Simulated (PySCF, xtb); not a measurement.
Si(I)2(OH)2 (H₂I₂O₂Si), SMILES O[Si](O)(I)I. One conformer was computed; it need not be the lowest.

Harmonic wavenumbers (cm⁻¹) from GFN2-xTB in xtb 6.7.1 at its own minimum, in rising order: 71, 148, 164, 182, 202, 213, 259, 369, 480, 743, 769, 886, 986, 3662, 3667.

What does PBE-D3(BJ)/def2-SVP run with PySCF give at its own minimum? (Estimate from the structure and the level; the computed values follow.)

73, 123, 174, 197, 207, 220, 234, 363, 422, 761, 818, 847, 940, 3727, 3729. Paired by order, the mean absolute difference is 29 cm⁻¹ and the zero-point energies are 18.3 and 18.4 kcal/mol.
